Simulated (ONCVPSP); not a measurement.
## Ir (Z = 77): excitation energies, all-electron against ONCV

| Property | Result |
| --- | --- |
| Element | Ir (Z = 77) |
| Generator | ONCVPSP 4.0.1 |
| Type | optimised norm-conserving Vanderbilt (ONCV) |
| Functional | PBE |
| Relativity | non-relativistic |
| Frozen core | [Kr] 4d10 4f14 |
| Valence charge | 17 |
| Reference configuration | 5s2 5p6 5d7 6s2 |
| Partial waves | 5s+6s: rc 2.00 bohr, ncon 5, nbas 8, qcut 5.1 1/bohr, 2 projectors; 5p: rc 1.90 bohr, ncon 4, nbas 7, qcut 9.2 1/bohr, 2 projectors, debl 2.8 Ha; 5d: rc 2.20 bohr, ncon 4, nbas 9, qcut 5.7 1/bohr, 2 projectors, debl 0.5 Ha |
| Local potential | polynomial inside 1.90 bohr (lpopt 5, dvloc0 1 Ha) |
| Core correction | Teter function fitted to the true core (icmod 2), fcfact 0.75 |

Energies are relative to the spin-unpolarised reference configuration 5s2 5p6 5d7 6s2; without spin polarisation the order of configurations can differ from experiment.

```tsv
valence configuration	charge	ΔE all-electron (eV)	error AE − PS (meV)
5s2 5p6 5d7 6s1	+1	8.250	-0.9
5s2 5p6 5d7 6s0	+2	23.340	-6.8
5s2 5p6 5d6 6s0	+3	54.732	0.0
```

**Question.** What are ΔE and the potential's error for 5s2 5p6 5d6 6s2 6p1?

**Answer.** ΔE = 8.942 eV all-electron; the error (AE − PS) is +7.9 meV.

Note: ghosts flagged at negative energy: p at -476.3 eV; no localised positive-energy state flagged. A true bound ghost makes a file unfit for plane-wave use.
